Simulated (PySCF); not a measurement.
Species: C₆H₅NS₂.
Atom-mapped SMILES: `[NH2:1][c:2]1[cH:3][s:4][c:5]2[cH:6][cH:7][s:8][c:9]12` (hydrogens: H10, H11 on N1; H12 on C3; H13 on C6; H14 on C7)

Computed by this run: PBE0/def2-SV(P) geometry optimisation, gas phase in PySCF 2.14.0; density fitting, grid level 1; the optimiser is geomeTRIC in internal coordinates, started from a GFN2-xTB structure.

Step 0: E = -29434.2048 eV
```
atom  x, y, z in Å  |  force x, y, z in eV/Å
N1     -2.2373    1.1716    0.1477    0.253   0.068  -0.060
C2     -1.2279    0.3835   -0.3716   -0.281   0.339   0.142
C3     -1.2338   -0.2302   -1.5913    0.523  -0.331  -0.134
S4      0.2509   -1.0462   -1.9793    0.032   0.014   0.093
C5      0.9217   -0.5791   -0.4582   -0.279  -0.062  -0.360
C6      2.1514   -0.7888    0.2009   -0.102  -0.032  -0.146
C7      2.1601   -0.1967    1.4208   -0.400   0.268   0.254
S8      0.6875    0.6313    1.8040   -0.013   0.005  -0.105
C9      0.0187    0.1735    0.2755    0.162   0.027   0.240
H10    -3.1506    1.0134   -0.2483   -0.290  -0.001  -0.021
H11    -2.2377    1.2433    1.1537   -0.160   0.016   0.276
H12    -2.0285   -0.2431   -2.3098   -0.573   0.036  -0.460
H13     2.9732   -1.3455   -0.2097    0.549  -0.330  -0.190
H14     2.9515   -0.1876    2.1436    0.579  -0.017   0.469
```

**Question.** Estimate the geometry and energy of step 1. (The exact step hangs on the optimiser's Hessian estimate; all steps are aligned on step 0, rigid shifts and turns removed.)

**Answer.** E = -29434.2496 eV, largest force 0.112 eV/Å
```
atom  x, y, z in Å  |  force x, y, z in eV/Å
N1     -2.2436    1.1785    0.1585   -0.083   0.039   0.010
C2     -1.2325    0.3987   -0.3794    0.018  -0.037   0.055
C3     -1.2373   -0.2301   -1.6037   -0.086   0.041  -0.060
S4      0.2452   -1.0549   -1.9777    0.019  -0.014  -0.027
C5      0.9225   -0.5876   -0.4619   -0.018  -0.010  -0.004
C6      2.1604   -0.8011    0.2056    0.073  -0.057  -0.031
C7      2.1719   -0.1905    1.4300    0.051   0.009   0.033
S8      0.7043    0.6568    1.7859   -0.023   0.015   0.020
C9      0.0241    0.1803    0.2691    0.009   0.027   0.011
H10    -3.1611    1.0452   -0.2556    0.048   0.010  -0.014
H11    -2.2897    1.1913    1.1734    0.029  -0.031  -0.022
H12    -2.0517   -0.2314   -2.3316    0.051  -0.021   0.038
H13     3.0012   -1.3737   -0.1939   -0.039   0.021   0.021
H14     2.9857   -0.1820    2.1591   -0.049   0.008  -0.031
```

The energy changes by -0.0448 eV. The first-order estimate −F·Δx gives -0.0927 eV and the mean of the old and new forces, exact on a quadratic surface, -0.0447 eV. The step makes an angle of 64° with the force vector and moves no atom by more than 0.076 Å.

The cost below is that of the whole optimisation. On Arm Neoverse N1, one thread, on a shared host, this took 1.7 min wall and 0.64 GiB of memory at its peak.
